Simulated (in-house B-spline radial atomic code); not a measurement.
## Binding energies in the iridium ion Ir⁶⁺

NIST's tabulated ground configuration is [Xe] 4f14 5d3; each binding energy is the energy of the ion with one electron taken from that subshell, relaxed, less that of the parent. All numbers are computed (Dirac-Hartree-Fock, average of configuration; Fermi nucleus of rms radius 5.4032 fm) with a radial B-spline atomic code at the basis-set limit, not measured. Energies include first-order Breit, QED and recoil terms.

```csv
subshell,X-ray name,binding energy (eV),-ε (eV),relaxation (eV)
1s,K,76205.9,76693.0,87.9
2s,L1,13524.9,13626.7,51.6
2p3/2,L3,11314.5,11398.7,52.8
3s,M1,3277.8,3315.9,27.9
3p1/2,M2,3011.2,3049.7,29.0
3p3/2,M3,2654.7,2687.5,27.2
4s,N1,794.8,807.3,10.2
4p1/2,N2,681.9,693.9,10.1
4p3/2,N3,597.3,607.3,9.0
5s,O1,193.3,195.3,1.6
4f5/2,N6,159,166.6,7.8
4f7/2,N7,156,163.3,7.6
5p1/2,O2,153.9,155.5,1.4
5p3/2,O3,139.1,140.4,1.1
5d,"O4,5",87.02,87.62,0.59
```

Relaxation = -ε minus the binding energy without Breit, QED and recoil terms.

Emission lines follow as differences of binding energies, with λ = 12398.42 eV·Å / E:

```
 line       holes  energy (eV)  wavelength (Å)
 K-L3  1s → 2p3/2      64891.4         0.19106
 K-M3  1s → 3p3/2      73551.2         0.16857
L1-M3  2s → 3p3/2      10870.2          1.1406
L3-M1  2p3/2 → 3s       8036.7          1.5427
```

Q: What screening constant σ does Moseley's law, E = (3/4)·13.6057 eV·(Z - σ)², need for K-L3?

A: σ = -2.74.

Moseley's non-relativistic formula needs a falling, then negative, screening constant for heavy elements, because relativity binds the 1s electron more strongly than the formula allows.

Q: What does it cost to remove both a 3p1/2 and a 4p3/2 electron?

A: 3647.8 eV, which is 39.26 eV more than the two single binding energies together.

Q: What does it cost to remove two 4p3/2 electrons?

A: 1228.7 eV, which is 34.12 eV more than the two single binding energies together.

Q: What does it cost to remove both a 3s and a 5p3/2 electron?

A: 3439.4 eV, which is 22.5 eV more than the two single binding energies together.
